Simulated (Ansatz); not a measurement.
Molecular dynamics, step by step

C₂H₇In, singlet, PBE0-D4/def2-SVP (Ansatz 0.2.0). Settings (timestep in fs, temperature in K, friction in 1/fs; T counts 30 degrees of freedom, while the starting velocities carry no drift of the centre of mass, so T starts below the set value):

```yaml
hamiltonian: {xc: pbe0, dispersion: d4}
md: {n_steps: 60, timestep: 0.25, temperature: 300, ensemble: nvt_langevin, seed: 472, friction: 0.002, initial_velocities: maxwell_boltzmann}
```

Start, the saddle point found with PBE0-D4 in triple zeta (not stationary at another level):

```xyz
10
angstrom
In 1.2082 0.2034 1.5360
C 0.5578 1.1489 -0.7117
H -0.0199 -0.0014 -0.0215
C -0.6746 -1.1680 0.5643
H 0.3661 2.1751 -0.3826
H 1.5536 1.1184 -1.1652
H -0.1615 0.9317 -1.5108
H -0.1760 -2.1418 0.5990
H -1.3474 -1.1003 1.4250
H -1.3064 -1.1659 -0.3324
```

```json
{"step": "0", "time (fs)": "0.00", "potential energy less the start (meV)": "0.0", "kinetic energy (meV)": "349.0", "T (K)": "270"}
{"step": "4", "time (fs)": "1.00", "potential energy less the start (meV)": "25.8", "kinetic energy (meV)": "322.9", "T (K)": "250"}
{"step": "8", "time (fs)": "2.00", "potential energy less the start (meV)": "66.8", "kinetic energy (meV)": "288.2", "T (K)": "223"}
{"step": "12", "time (fs)": "3.00", "potential energy less the start (meV)": "100.6", "kinetic energy (meV)": "252.0", "T (K)": "195"}
{"step": "16", "time (fs)": "4.00", "potential energy less the start (meV)": "123.8", "kinetic energy (meV)": "212.1", "T (K)": "164"}
{"step": "20", "time (fs)": "5.00", "potential energy less the start (meV)": "143.8", "kinetic energy (meV)": "189.6", "T (K)": "147"}
{"step": "24", "time (fs)": "6.00", "potential energy less the start (meV)": "155.9", "kinetic energy (meV)": "178.7", "T (K)": "138"}
{"step": "28", "time (fs)": "7.00", "potential energy less the start (meV)": "137.7", "kinetic energy (meV)": "195.0", "T (K)": "151"}
{"step": "32", "time (fs)": "8.00", "potential energy less the start (meV)": "76.1", "kinetic energy (meV)": "263.9", "T (K)": "204"}
{"step": "36", "time (fs)": "9.00", "potential energy less the start (meV)": "-20.5", "kinetic energy (meV)": "355.1", "T (K)": "275"}
{"step": "40", "time (fs)": "10.00", "potential energy less the start (meV)": "-128.0", "kinetic energy (meV)": "479.6", "T (K)": "371"}
{"step": "44", "time (fs)": "11.00", "potential energy less the start (meV)": "-209.6", "kinetic energy (meV)": "555.7", "T (K)": "430"}
{"step": "48", "time (fs)": "12.00", "potential energy less the start (meV)": "-212.7", "kinetic energy (meV)": "568.9", "T (K)": "440"}
{"step": "52", "time (fs)": "13.00", "potential energy less the start (meV)": "-136.3", "kinetic energy (meV)": "494.7", "T (K)": "383"}
{"step": "56", "time (fs)": "14.00", "potential energy less the start (meV)": "-123.4", "kinetic energy (meV)": "476.5", "T (K)": "369"}
{"step": "60", "time (fs)": "15.00", "potential energy less the start (meV)": "-260.6", "kinetic energy (meV)": "594.2", "T (K)": "460"}
```

Step 4, positions (Å) and forces (eV/Å):

```tsv
atom	x	y	z	Fx	Fy	Fz
In1	1.207	0.204	1.536	0.213	0.037	0.306
C2	0.557	1.144	-0.715	0.576	-0.062	0.776
H3	0.003	0.000	-0.010	-0.228	0.062	-0.256
C4	-0.666	-1.163	0.569	0.083	-0.013	-0.536
H5	0.374	2.169	-0.379	-0.050	0.286	0.074
H6	1.563	1.104	-1.154	0.087	0.009	-0.186
H7	-0.169	0.923	-1.479	-0.571	-0.191	-0.756
H8	-0.169	-2.141	0.578	0.085	-0.220	0.183
H9	-1.366	-1.099	1.400	-0.228	-0.054	0.429
H10	-1.288	-1.177	-0.346	0.032	0.146	-0.032
```

Step 12, positions (Å) and forces (eV/Å):

```
atom       x       y       z      Fx      Fy      Fz
 In1   1.205   0.204   1.536   0.353   0.055   0.571
  C2   0.558   1.134  -0.720   0.983   0.141   1.141
  H3   0.041   0.004   0.005  -0.435   0.229  -0.530
  C4  -0.648  -1.151   0.576  -0.261  -0.589  -0.904
  H5   0.388   2.164  -0.365  -0.013   0.035  -0.042
  H6   1.582   1.075  -1.135  -0.296   0.037  -0.266
  H7  -0.199   0.901  -1.442  -0.580  -0.186  -1.001
  H8  -0.155  -2.144   0.546  -0.070   0.060   0.470
  H9  -1.412  -1.100   1.361   0.069  -0.162   0.350
 H10  -1.247  -1.194  -0.369   0.250   0.379   0.211
```

Step 36, positions (Å) and forces (eV/Å):

```
atom       x       y       z      Fx      Fy      Fz
 In1   1.199   0.205   1.537   0.074  -0.318   0.715
  C2   0.563   1.104  -0.726  -1.012  -0.467  -0.488
  H3   0.068   0.111  -0.096   0.578   1.067  -0.409
  C4  -0.609  -1.135   0.587  -0.560  -0.928   0.247
  H5   0.431   2.125  -0.344  -0.142   0.034  -0.042
  H6   1.566   1.005  -1.160  -0.087  -0.070  -0.318
  H7  -0.265   0.858  -1.450   0.803   0.633  -0.115
  H8  -0.128  -2.128   0.571  -0.027  -0.208   0.435
  H9  -1.475  -1.150   1.281   0.332  -0.150   0.132
 H10  -1.096  -1.147  -0.407   0.039   0.407  -0.158
```

Last step (60):

```json
{"atom": "In1", "x (Å)": "1.1964", "y (Å)": "0.2061", "z (Å)": "1.5382"}
{"atom": "C2", "x (Å)": "0.5579", "y (Å)": "1.0838", "z (Å)": "-0.7580"}
{"atom": "H3", "x (Å)": "0.1355", "y (Å)": "0.3444", "z (Å)": "-0.1939"}
{"atom": "C4", "x (Å)": "-0.5805", "y (Å)": "-1.1433", "z (Å)": "0.6003"}
{"atom": "H5", "x (Å)": "0.4572", "y (Å)": "2.0867", "z (Å)": "-0.3386"}
{"atom": "H6", "x (Å)": "1.5104", "y (Å)": "0.9133", "z (Å)": "-1.2472"}
{"atom": "H7", "x (Å)": "-0.1731", "y (Å)": "1.0105", "z (Å)": "-1.5886"}
{"atom": "H8", "x (Å)": "-0.1131", "y (Å)": "-2.1570", "z (Å)": "0.7190"}
{"atom": "H9", "x (Å)": "-1.4694", "y (Å)": "-1.2522", "z (Å)": "1.2511"}
{"atom": "H10", "x (Å)": "-0.8849", "y (Å)": "-0.9873", "z (Å)": "-0.4646"}
```

The run took about 69 s on 4 CPU threads of an Arm Neoverse V1 (shared host).
